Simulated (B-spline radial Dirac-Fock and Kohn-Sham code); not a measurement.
## Atomic SCF run for Tb

ΔSCF core binding energies without Breit or QED terms, calculated with a B-spline atomic structure program. Keys: rel is the Hamiltonian (dirac, or spin-free x2c and nr, where L3 and M5 stand for the whole 2p and 3d shells), method is hf or an exchange,correlation pair (spin-unpolarised, also for the hole states), nuc the nuclear model, radius_factor scales its radius, rmax is the box in bohr, h the logarithmic mesh step, order the B-spline order, points the quadrature points per cell, c_factor scales the speed of light, and damp, ndamp, maxit and tol steer the iteration. The run stops when the commutator error falls below 10·tol·max(1, Z/10), or the numerical noise floor, and the energy has settled to about 1e-8 Ha; the virial ratio is −V/T.

Input (task.json):

```json
{"items": [{"Z": 65, "q": 0, "cfg": [[1, 0, 2], [2, 0, 2], [2, 1, 6], [3, 0, 2], [3, 1, 6], [3, 2, 10], [4, 0, 2], [4, 1, 6], [4, 2, 10], [4, 3, 9], [5, 0, 2], [5, 1, 6], [6, 0, 2]], "A": 159, "rrms": 5.06, "do": "settings", "holes": ["K", "L3", "M5"],
  "settings": [{"rel": "dirac", "method": "hf", "nuc": "fermi", "radius_factor": 1.0, "rmax": 1.0, "h": 0.3, "order": 8, "points": 10, "c_factor": 1.0, "maxit": 57, "damp": 0.5, "ndamp": 3, "tol": 1e-08}]}]}
```

Command: `python xray2_run.py task.json out`

Ground-state iterations:

```
iter   energy (Ha)        error
   1   -11350.88160554  2.03e+00
   2   -11359.63696172  3.21e-01
   3   -11360.46745014  1.07e-01
   4   -11360.56329065  3.67e-02
   5   -11360.57424462  1.21e-02
   6   -11360.57557499  2.46e-04
   7   -11360.57557551  1.30e-05
   8   -11360.57557552  4.24e-07
```

The ground state converged in 8 iterations, with total energy -11360.57558 Ha, virial ratio 1.82316 and highest orbital energy 1705.02 eV. ΔSCF binding energies: K (1s) 51631.2 eV, L3 (2p3/2) 6989.1 eV, M5 (3d5/2) 765.0 eV.

Q: One setting is unsound. Which, and why?

A: rmax squeezes the outer orbitals. With the default settings (Dirac Hartree-Fock): The ground state converged in 13 iterations, with total energy -11712.55250 Ha, virial ratio 1.91461 and highest orbital energy -5.05 eV. ΔSCF binding energies: K (1s) 52223.5 eV, L3 (2p3/2) 7534.1 eV, M5 (3d5/2) 1244.1 eV.
